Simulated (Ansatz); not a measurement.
Basis-set extrapolation for `ClC1=CO[SiH2]1` (PBE0-D4/def2-TZVP geometry, frozen core, the Gaussian-basis code of Ansatz). Multiplicity 1, RHF reference.

```csv
,def2-TZVPP,def2-QZVPP
HF,-900.836974,-900.865712
MP2 correlation,-0.846964,-0.914318
CCSD(T) correlation,-0.922683,not run
```

Energies in hartree. Use E(X) = E(∞) + A·exp(−7.88·√X) for Hartree–Fock and E(X) = E(∞) + B·X^(−2.97) for correlation, with X = 3 and 4, and add CCSD(T) minus MP2 of the smaller set to the MP2 limit.

What is the CCSD(T) energy at the basis-set limit?

HF limit: -900.865712 + (-0.028738) × 0.13774 = -900.86967. MP2 limit: -0.914318 + (-0.067354) × 0.74074 = -0.96421. Higher-order term: -0.922683 − (-0.846964) = -0.07572. Total: -901.90960 hartree, 4.08 eV below CCSD(T)/def2-TZVPP.
